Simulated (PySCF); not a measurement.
CH3F3Si: core ionisation energies

Si(CF3)H3, CH3F3Si.
Cartesian coordinates in Å at the PBE0-D3(BJ)/def2-SVP level; atoms count from 1:
```xyz
8
CH3F3Si angstrom
Si     0.0077    0.0115   -0.9823
C     -0.0043   -0.0111    0.9506
F     -1.2566   -0.0013    1.4301
F      0.6266    1.0542    1.4648
F      0.6002   -1.1037    1.4391
H      1.4260   -0.0341   -1.4300
H     -0.6556    1.2690   -1.4221
H     -0.7440   -1.1846   -1.4502
```

Computed with PySCF 2.14.0, delta-SCF UKS SCAN, pcX-2 on the ionised atom, pcseg-1 elsewhere, spin-free X2C. These are vertical core ionisation energies against the vacuum level, from separate self-consistent calculations with and without the core hole.

Q: What binding energy does each computed site have?

A: 
```csv
atom(s),environment,level,binding energy (eV),2p1/2 (eV),count
Si1,silicon bonded to C and 3 H,Si 2p3/2,107.81,108.44,1
C2,carbon bonded to 3 F and Si,C 1s,297.68,–,1
F3/F4/F5,fluorine bonded to C,F 1s,693.90,–,3
Si1,silicon bonded to C and 3 H,Si 1s,1847.53,–,1
```

Q: Express the binding energy of C 1s of C2 in atomic units and per mole.

A: 297.68 eV = 10.9395 Eh = 28722 kJ/mol.

Atoms equivalent by their bonding share one computed value, that of the first of them. Spin–orbit and ligand-field terms were added within each 2p shell after the spin-free SCF. 2p1/2 minus 2p3/2 (ligand field included): Si 0.62 eV. Isolated species at its PBE0-D3(BJ)/def2-SVP geometry, gas phase.
